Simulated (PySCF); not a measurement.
# What settings do to a single point of Dy(NH2)3

The sound run of Dy(NH2)3 (singlet in the valence; each metal's 4f electrons, 9 of them, lie in its core potential, out of spins and levels) uses PySCF 2.14.0, RKS PBE0, Dy lcecp-1-SVP with ECP55, N def2-SVP, H def2-SVP; non-relativistic Hamiltonian with scalar-relativistic core potentials where named; density fitting; no spin-orbit coupling, grid (50, 194), threshold 1e-8 Eh and 55 cycles, at the relaxed geometry:

```xyz
10

Dy   -0.0047   -0.0068   -0.0517
N     2.1690   -0.0015    0.0080
H     2.7895   -0.8038    0.1223
H     2.7888    0.8068   -0.0618
N    -1.0844    1.8714   -0.2344
H    -2.0944    2.0201   -0.2220
H    -0.6780    2.8039   -0.3217
N    -1.0907   -1.8746    0.1997
H    -0.6932   -2.8059    0.3281
H    -2.1019   -2.0096    0.2335
```

There Dy1 has a Mulliken charge of 0.91 e and the dipole about the centre of mass is 0.13 D. Each run below changes one thing and starts from free metal ions and neutral atoms unless it says otherwise; with 55 cycles, smearing, a level shift and second-order steps follow where DIIS fails, and their cycles count. Energy shifts count from the sound run. On f atoms grids over 110 angular points are at least (60, 302).

```csv
change,outcome,cycles,energy shift (eV),largest force component (eV/Å),charge on Dy1 (e),dipole about the centre of mass (D)
"H4 put 1.1 Å from Dy1, limit 88 cycles",converged,10,13.17,39.46,0.65,2.71
```

(1) One further run converged with energy shift (eV) 2.89, largest force component (eV/Å) 3.75, charge on Dy1 (e) 1.03, dipole about the centre of mass (D) 0.18. Which change was it?
A. all coordinates × 1.12
B. start from the bare core Hamiltonian, limit 65 cycles
C. threshold 0.001

(2) And the other changes listed?

Unsound on purpose, so not properties of the compound: H4 put 1.1 Å from Dy1, limit 88 cycles.

Forces carry noise of the integration grid, about 0.01 to 0.03 eV/Å.

No frequency check is given that shows the relaxed geometry to be a minimum, and it was reached by following one of several unstable modes of a saddle point. An lcecp potential fixes the number of 4f electrons, so in runs with it no electron can move into or out of that shell.

## Answers

(1) A.

(2) 
```tsv
change	outcome	cycles	energy shift (eV)	largest force component (eV/Å)	charge on Dy1 (e)	dipole about the centre of mass (D)
start from the bare core Hamiltonian, limit 65 cycles	converged	12	0.0000	0.02	0.91	0.13
threshold 0.001	converged	5	0.0000	0.02	0.91	0.13
```
